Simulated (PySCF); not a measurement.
Species: `C[Si](C)(CSC)CF`. The columns A, B, C and D hold Mulliken, IAO, Hirshfeld and ESP-fitted charges (e) of one PBE0/pcSseg-1 density (PySCF), in a shuffled order. Coordinates in Å (GFN2-xTB); the density's dipole moment is (-0.01, -0.86, 0.79) D.

| atom | x | y | z | A | B | C | D |
| --- | --- | --- | --- | --- | --- | --- | --- |
| C1 | 3.543 | 0.505 | 0.299 | -0.122 | -0.501 | -0.515 | -0.367 |
| S2 | 2.138 | -0.338 | -0.484 | -0.014 | +0.066 | -0.117 | -0.085 |
| C3 | 0.786 | 0.442 | 0.455 | -0.170 | -0.627 | -0.637 | -0.650 |
| Si4 | -0.908 | -0.188 | -0.174 | +0.401 | +1.065 | +0.763 | +0.943 |
| C5 | -1.173 | 0.368 | -1.974 | -0.215 | -0.721 | -0.400 | -0.612 |
| C6 | -1.047 | -2.072 | 0.053 | -0.215 | -0.724 | -0.675 | -0.618 |
| C7 | -2.237 | 0.660 | 0.939 | -0.073 | -0.240 | -0.198 | -0.138 |
| F8 | -2.065 | 2.033 | 0.922 | -0.131 | -0.333 | -0.226 | -0.349 |
| H9 | 3.456 | 1.577 | 0.144 | +0.044 | +0.151 | +0.178 | +0.143 |
| H10 | 4.444 | 0.131 | -0.177 | +0.051 | +0.166 | +0.218 | +0.150 |
| H11 | 3.561 | 0.273 | 1.361 | +0.043 | +0.150 | +0.176 | +0.141 |
| H12 | 0.942 | 0.205 | 1.508 | +0.036 | +0.149 | +0.230 | +0.164 |
| H13 | 0.875 | 1.519 | 0.324 | +0.039 | +0.158 | +0.234 | +0.174 |
| H14 | -2.084 | -0.053 | -2.391 | +0.041 | +0.153 | +0.091 | +0.135 |
| H15 | -1.249 | 1.450 | -2.042 | +0.044 | +0.163 | +0.098 | +0.147 |
| H16 | -0.342 | 0.053 | -2.600 | +0.038 | +0.163 | +0.085 | +0.150 |
| H17 | -1.999 | -2.448 | -0.309 | +0.042 | +0.154 | +0.156 | +0.137 |
| H18 | -0.952 | -2.363 | 1.095 | +0.043 | +0.156 | +0.157 | +0.139 |
| H19 | -0.260 | -2.573 | -0.501 | +0.040 | +0.166 | +0.166 | +0.152 |
| H20 | -3.251 | 0.476 | 0.582 | +0.039 | +0.143 | +0.109 | +0.121 |
| H21 | -2.183 | 0.362 | 1.988 | +0.039 | +0.142 | +0.108 | +0.122 |

Task: Which column most likely holds the ESP-fitted charges?

Result: C. Σ q r misses the density's dipole by 0.07 D (C), 0.85 D (A), 1.87 D (D), 2.26 D (B). Charges fitted to the outside potential are the only set here that is tied to the molecule's multipoles.

Task: And the Hirshfeld charges?

Result: A. The mean sizes are 0.089 e (A), 0.264 e (C), 0.268 e (D), 0.300 e (B), and Hirshfeld charges are commonly the smallest of these schemes.

As computed, A = Hirshfeld, B = IAO, C = ESP-fitted, D = Mulliken. Hydrogens on carbon: Hirshfeld +0.04 to +0.05, IAO +0.14 to +0.17, ESP-fitted +0.08 to +0.23, Mulliken +0.12 to +0.17 e.

The IAO scheme projects the occupied orbitals on a minimal set of polarised atomic orbitals and counts the electrons in each atom's part of it. The ESP scheme is a least-squares fit of atom-centred charges to the potential on four shells outside the van der Waals surface, with the total charge fixed.

The structure is a single GFN2-xTB conformer in the gas phase; no vibrational or solvent corrections.

These values come from a run that also computed NMR shieldings. On one thread, Arm Neoverse N1 (aarch64), on a shared host, this took 95 s of wall time (grids of density and orbitals included) and 0.97 GiB of memory at its peak.

The values belong to the conformer `[CH3:1][S:2][CH2:3][Si:4]([CH3:5])([CH3:6])[CH2:7][F:8]`: C1–S2–C3–Si4 178°, S2–C3–Si4–C5 -65°, C3–Si4–C7–F8 54°.
